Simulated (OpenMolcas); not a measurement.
Computed levels of 5s2 5p2 in ions with 50 electrons, in cm-1 above 3P0.

| Property | Result |
| --- | --- |
| Program | OpenMolcas 26.06 |
| Method | RASSCF |
| Basis | ANO-RCC-VTZP |
| Scalar Hamiltonian | DKH2, point nucleus |
| Spin-orbit coupling | state interaction with AMFI integrals over the reference wave functions, term energies averaged over their components |

Active space for each ion: 4 electrons in 9 orbitals (RAS2 5s 5p; RAS3 5d, at most 2 electrons).

| Level | Sb+ | I3+ | Xe4+ |
| --- | --- | --- | --- |
| 3P1 | 2498 | 5753 | 7599 |
| 3P2 | 5132 | 10250 | 12940 |
| 1D2 | 13982 | 22633 | 27496 |
| 1S0 | 25897 | 38016 | 44674 |

Estimate 3P2, 1D2, 1S0 for Te2+ from its neighbours Sb+ and I3+.

3P2 is fine structure, which grows about as the fourth power of a screened charge, so the fourth roots are averaged: ((5132^0.25 + 10250^0.25) / 2)^4 = 7362. The calculation gives 7510, so the estimate is off by -2.0 %; the measured value is 8167 (the list in Zhang, Palmeri, Quinet and Biemont, Astron. Astrophys. 551, A136 (2013)).
1D2 is another term, which grows about linearly with the charge: (13982 + 22633) / 2 = 18308. The calculation gives 17986, so the estimate is off by +1.8 %; the measured value is 17360 (the list in Zhang, Palmeri, Quinet and Biemont, Astron. Astrophys. 551, A136 (2013)).
1S0 is another term, which grows about linearly with the charge: (25897 + 38016) / 2 = 31956. The calculation gives 31730, so the estimate is off by +0.7 %; the measured value is 30398 (the list in Zhang, Palmeri, Quinet and Biemont, Astron. Astrophys. 551, A136 (2013)).

The run also gave levels led by 5s2 5p 5d, which use shells meant for correlation; these and all levels above them are left out (holds for Sb+). The run also gave levels led by 5s 5p2 5d, 5s2 5p 5d, which use shells meant for correlation; these and all levels above them are left out (holds for Te2+; I3+). Active for correlation alone: 5d; no level in the range computed is led by a configuration that fills it, so any true level of that kind is missing (holds for Xe4+). Computed and measured levels are paired by configuration, term and J; levels that our copy of the source lacks, or whose pairing is in doubt (as where it misses far off the trend of its configuration), stay unpaired and out of the deviations. Only configurations of the active space appear.
